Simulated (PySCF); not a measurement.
**Titanium: a sound run and one with changed settings**

Sound run: Ti²⁺ [Ar] 3d2, Ti³⁺ [Ar] 3d1. Calculation: PySCF 2.14, in pcseg-2; no relativity, point nucleus. The sound run starts from symmetry-adapted Hartree-Fock orbitals and uses a fine grid where one is needed.

Changed run: 26 angular points. This setting is unsound on purpose.

```csv
species,method,sound run (hartree),changed run (hartree),converged
Ti²⁺,UHF,-847.72082,-847.72082,yes
Ti²⁺,B3LYP,-848.62658,-848.63753,yes
Ti²⁺,BP86,-848.69802,-848.71505,yes
Ti³⁺,UHF,-846.74055,-846.74055,yes
Ti³⁺,B3LYP,-847.59276,-847.59884,yes
Ti³⁺,BP86,-847.66450,-847.67338,yes
```

Ionisation energy of Ti²⁺:

```json
{"method": "UHF", "sound run (eV)": "26.674", "changed run (eV)": "26.674"}
{"method": "B3LYP", "sound run (eV)": "28.132", "changed run (eV)": "28.264"}
{"method": "BP86", "sound run (eV)": "28.124", "changed run (eV)": "28.345"}
```

A coarse angular grid integrates products of high-l functions wrongly, so density functionals can shift, and the SCF can exploit the error; Hartree-Fock and MP2 need no grid.

For comparison, NIST gives 27.492 eV between the lowest levels.
